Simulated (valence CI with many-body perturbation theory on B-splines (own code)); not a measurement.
## Gd59+: electric-dipole lines

Computed by relativistic CI+MBPT: three valence electrons over a frozen Dirac-Fock core [He], a basis of 11 s, 11 p, 10 d, 8 f, 5 g, 2 h functions for each j, with the one-electron correlation potential Σ1, the two-electron term Σ2, the three-electron term Σ3, Breit, model QED; selected CI, second order for the rest, scaled by the run's own slope (own B-spline code, finite nucleus).

The last digits are not significant, and no measured levels were compared; by estimate large intervals hold to a few tenths of a per cent, small ones and those within an open d or f shell to about a per cent.

Lines 201 to 250 of 575 in falling wavelength, among levels below 809.24 Ry, chosen from the strongest by gf and those to the six lowest levels. Wavelengths and rates use the calculated energies. Electric multipoles are in the length gauge, E1 and E2 with the static RPA response of the core. Weak lines are less certain than strong ones. Lines between different terms over intervals too small for the method are left out, as are lines whose strength nearly cancels. The highest levels of a list are the least certain.

Levels are named by their leading jj configuration (3d3/2^4 stands for four electrons in 3d with j = 3/2), which in mixed levels can hold well under half, so a name can repeat and another be missing. Letters in brackets count levels of one name in rising energy.

```tsv
λ vac (Å)	Upper	Lower	A (s⁻¹)	log gf	Branch %
12.58	(2p1/2 2p3/2 3d5/2) J=3/2 [b]	(2s 2p1/2 3d5/2) J=5/2 [b]	1.49e+12	-0.85	0.2
12.57	(2s 2p3/2 3p1/2) J=1/2	(2s^2 3p1/2) J=1/2	3.06e+12	-0.84	1.4
12.56	(2s 2p3/2 3s) J=1/2	(2s^2 3s) J=1/2	3.03e+12	-0.84	1.6
12.56	(2p3/2^2 3p3/2) J=3/2 [b]	(2s 2p3/2 3p3/2) J=5/2 [b]	1.94e+12	-0.74	0.7
12.55	(2s 2p3/2 3p1/2) J=3/2 [b]	(2s^2 3p1/2) J=1/2	2.85e+12	-0.57	1.8
12.54	(2p1/2 2p3/2 3d3/2) J=3/2 [a]	(2s 2p1/2 3d3/2) J=3/2 [a]	1.70e+12	-0.79	0.6
12.54	(2p1/2 2p3/2 3p3/2) J=5/2 [b]	(2s 2p1/2 3p3/2) J=3/2 [b]	9.92e+11	-0.85	0.4
12.53	(2s 2p3/2 3d3/2) J=1/2 [b]	(2s^2 3d3/2) J=3/2	2.21e+12	-0.98	0.2
12.53	(2p3/2^2 3p3/2) J=5/2	(2s 2p3/2 3p3/2) J=3/2 [a]	6.93e+11	-1.01	0.3
12.53	(2p3/2^2 3d5/2) J=5/2 [b]	(2s 2p3/2 3d5/2) J=7/2 [b]	1.92e+12	-0.57	0.3
12.53	(2s 2p3/2 3d5/2) J=5/2 [b]	(2s^2 3d5/2) J=5/2	2.77e+12	-0.41	0.2
12.53	(2p1/2 2p3/2 3d3/2) J=5/2 [a]	(2s 2p1/2 3d3/2) J=3/2 [a]	9.38e+11	-0.88	0.9
12.52	(2p1/2 2p3/2 3p1/2) J=3/2 [a]	(2s 2p1/2 3p1/2) J=1/2 [a]	1.19e+12	-0.95	0.2
12.51	(2p1/2 2p3/2 3d5/2) J=1/2	(2s 2p1/2 3d5/2) J=3/2	2.08e+12	-1.01	0.2
12.51	(2p1/2 2p3/2 3d5/2) J=7/2 [b]	(2s 2p1/2 3d5/2) J=7/2	1.02e+12	-0.72	0.1
12.50	(2p1/2 2p3/2 3s) J=3/2 [a]	(2s 2p1/2 3s) J=1/2 [a]	1.62e+12	-0.82	1.9
12.50	(2p1/2 2p3/2 3p3/2) J=5/2 [b]	(2s 2p1/2 3p3/2) J=5/2	8.75e+11	-0.91	0.3
12.50	(2s 2p3/2 3p3/2) J=3/2 [b]	(2s^2 3p3/2) J=3/2	2.84e+12	-0.57	1.9
12.50	(2s 2p3/2 3s) J=3/2 [b]	(2s^2 3s) J=1/2	2.84e+12	-0.58	3.1
12.50	(2p1/2 2p3/2 3d5/2) J=3/2 [a]	(2s 2p1/2 3d5/2) J=5/2 [a]	9.10e+11	-1.07	0.1
12.50	(2s 2p3/2 3d5/2) J=3/2 [b]	(2s^2 3d5/2) J=5/2	3.04e+12	-0.55	0.3
12.48	(2p1/2 2p3/2 3d5/2) J=5/2 [a]	(2s 2p1/2 3d5/2) J=5/2 [a]	7.50e+11	-0.98	0.1
12.48	(2p1/2 2p3/2 3d3/2) J=1/2 [a]	(2s 2p1/2 3d3/2) J=3/2 [a]	2.22e+12	-0.98	1.5
12.46	(2s 2p3/2 3p3/2) J=1/2 [b]	(2s^2 3p3/2) J=3/2	2.81e+12	-0.88	32.3
12.43	(2p3/2^2 3d3/2) J=3/2 [a]	(2s 2p3/2 3d3/2) J=3/2 [a]	9.22e+11	-1.07	0.1
12.43	(2s 2p3/2 3d3/2) J=3/2 [b]	(2s^2 3d3/2) J=3/2	1.67e+12	-0.81	0.2
12.42	(2p3/2^2 3s) J=3/2	(2s 2p3/2 3s) J=3/2 [a]	1.86e+12	-0.76	1.1
12.40	(2p3/2^2 3d3/2) J=7/2	(2s 2p3/2 3d3/2) J=7/2	1.74e+12	-0.49	0.2
12.37	(2p3/2^2 3p3/2) J=7/2	(2s 2p3/2 3p3/2) J=7/2	1.90e+12	-0.46	0.7
12.37	(2p3/2^2 3p1/2) J=3/2	(2s 2p3/2 3p1/2) J=3/2 [a]	2.03e+12	-0.73	0.6
12.37	(2p3/2^2 3p1/2) J=5/2	(2s 2p3/2 3p1/2) J=5/2	2.09e+12	-0.54	0.6
12.36	(2p3/2^2 3d5/2) J=7/2	(2s 2p3/2 3d5/2) J=9/2	5.75e+11	-0.98	7.0
12.35	(2p3/2^2 3d3/2) J=5/2	(2s 2p3/2 3d3/2) J=5/2 [a]	1.16e+12	-0.80	0.1
12.35	(2p3/2^2 3d5/2) J=9/2	(2s 2p3/2 3d5/2) J=9/2	1.77e+12	-0.39	23.3
12.34	(2p1/2 2p3/2^2) J=3/2	(2s 2p1/2 2p3/2) J=5/2	2.67e+11	-1.61	5.8
12.33	(2s 2p1/2 2p3/2) J=1/2	(2s^2 2p1/2) J=1/2	3.37e+12	-0.81	99.5
12.31	(2s 2p1/2 2p3/2) J=3/2 [b]	(2s^2 2p1/2) J=1/2	2.93e+12	-0.57	99.7
12.27	(2p3/2^2 3s) J=5/2	(2s 2p3/2 3s) J=5/2	2.04e+12	-0.56	3.7
12.27	(2p3/2^2 3d5/2) J=5/2 [a]	(2s 2p3/2 3d5/2) J=7/2 [a]	1.04e+12	-0.85	0.1
12.25	(2p1/2 2p3/2^2) J=1/2	(2s 2p1/2 2p3/2) J=3/2 [b]	3.47e+12	-0.81	68.0
12.23	(2p1/2 2p3/2^2) J=1/2	(2s 2p1/2 2p3/2) J=1/2	1.56e+12	-1.16	30.5
12.19	(2s 2p3/2^2) J=1/2	(2s^2 2p3/2) J=3/2	2.70e+12	-0.92	99.6
12.18	(2p1/2^2 2p3/2) J=3/2	(2s 2p1/2^2) J=1/2	2.18e+12	-0.71	95.6
12.18	(2s 2p3/2^2) J=3/2	(2s^2 2p3/2) J=3/2	4.84e+12	-0.37	99.0
12.08	(2p1/2 2p3/2^2) J=5/2	(2s 2p1/2 2p3/2) J=5/2	2.14e+12	-0.55	50.7
11.91	(2p1/2 2p3/2^2) J=3/2	(2s 2p1/2 2p3/2) J=3/2 [a]	2.36e+12	-0.70	51.5
11.68	(2p3/2^3) J=3/2	(2s 2p3/2^2) J=5/2	1.38e+12	-0.95	20.1
11.66	(2p1/2 2p3/2^2) J=5/2	(2s 2p1/2 2p3/2) J=3/2 [a]	4.55e+10	-2.25	1.1
5.323	(2p1/2^2 4p1/2) J=1/2	(2p1/2^2 3d3/2) J=3/2	9.03e+12	-1.12	5.3
5.311	(2s 2p1/2 4p1/2) J=3/2	(2s 2p1/2 3d3/2) J=5/2	6.48e+12	-0.96	5.0
```

(1) How does gf follow from A for the line at 5.323 Å?

Results:

(1) gf = 1.4992 × (2J+1)_upper × A / σ², with σ = 18786970 cm⁻¹ and 2J+1 = 2: gf = 0.0767.
